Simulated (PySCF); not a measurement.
C₅H₃F₃NO (doublet state).
Z-matrix (Å and degrees, GFN2-xTB geometry), rows numbered from 1:
```
N 
C   1  1.3639
O   2  1.2215  1  123.43
C   2  1.4195  1  115.77  3  -177.20
C   4  1.3002  2  153.20  1  -118.77
C   5  1.4614  4  125.37  2    18.01
F   6  1.3415  5  117.33  4     4.52
C   6  1.3357  5  123.96  4  -175.63
F   8  1.3214  6  126.04  5   179.99
F   8  1.3269  6  122.96  5    -0.34
H   1  1.0069  2  117.26  3    -9.31
H   1  1.0046  2  121.24  3  -169.44
H   5  1.0855  4  120.87  2  -163.39
```

The hyperfine couplings belong to this conformer and change with its torsions.

The species is `NC(=O)/[C]=C\C(F)=C(F)F` [radical].

Theory: UKS B3LYP, pcH-1 on C F H N O, non-relativistic, mean-field spin-orbit, GIAO in PySCF. Geometry: GFN2-xTB, one conformer, isolated molecule. The geometry wasn't refined by DFT: couplings that depend on bond lengths, twists or pyramidal angles can differ widely from those at the functional's own minimum. The frame is twisted about the C2–C4 bond at this geometry (dihedral O3–C2–C4–C5 = 64°); couplings at other torsion angles weren't computed. Stability of the SCF solution: not tested.

Q: Where do the isotropic ENDOR lines of N1, F9, F10, F7, H13, H11 and H12 fall at 337.8 mT, to first order?

A: ν± = |νn ± a/2|, one line for each electron-spin manifold; νn = |g_N| × 7.62259 MHz/T × B.

```tsv
nuclei	isotope	g_N	νn (MHz)	a_iso (MHz)	lower line (MHz)	upper line (MHz)
N1	14N	0.4038	1.04	-1.27	0.40	1.67
F9	19F	5.2577	13.54	5.85	10.61	16.46
F10	19F	5.2577	13.54	-4.98	11.05	16.03
F7	19F	5.2577	13.54	2.66	12.21	14.87
H13	1H	5.5857	14.38	134.43	52.83	81.60
H11	1H	5.5857	14.38	-4.63	12.07	16.70
H12	1H	5.5857	14.38	-3.87	12.45	16.32
```

Q: Which pairs are centred on the nuclear Larmor frequency, and which on half the coupling?

A: Centred on νn, since |a| < 2νn: N1, F9, F10, F7, H11 and H12. Centred on |a|/2 and split by 2νn: H13.

H11 and H12 aren't averaged: N1 is flat or nearly so (angle sum 357°), and its turn about the short N1–C2 bond (1.36 Å) is taken as slow.

Largest spin populations (Mulliken): C4 (+0.94), O3 (+0.16), C5 (-0.16) and C6 (+0.08). The positive populations add up to 1.28 and the negative ones to -0.28, together 2S = 1.
